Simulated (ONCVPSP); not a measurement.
**N: excitation energies, all-electron against ONCV**

ONCVPSP 4.0.1 input, shortened (lines: element, Z, core and valence counts, functional; n l f; lmax; l rc ep ncon nbas qcut; lloc lpopt rc5 dvloc0; l nproj debl; icmod fcfact rcfact), LDA (Perdew-Wang 92), scalar-relativistic:

```
  N 7.00    1    2  -001012      upf
    1    0    2.00
    2    0    1.00
    2    1    4.00
    1
    0    0.90    0.00    4    8    6.30
    1    1.35    0.00    5    9    9.10
    0    5    0.90    0.00
    0    0    3.40
    1    2    0.80
    3    6.00    1.65
```

Energies are relative to the spin-unpolarised reference configuration 2s1 2p4; without spin polarisation the order of configurations can differ from experiment.

Q: Give the all-electron excitation energy and the error of the potential for: 2s2 2p3; 2s2 2p2; 2s2 2p1; 2s0 2p5.

A:

| valence configuration | charge | ΔE all-electron (eV) | error AE − PS (meV) |
| --- | --- | --- | --- |
| 2s2 2p3 | 0 | -11.204 | +9.4 |
| 2s2 2p2 | +1 | 2.526 | +27 |
| 2s2 2p1 | +2 | 31.499 | +87 |
| 2s0 2p5 | 0 | 11.249 | +9.5 |

Levels in the configuration 2s2 2p1:

```csv
level,all-electron (eV),pseudo (eV)
2s,-48.896,-48.880
2p,-37.619,-37.521
```
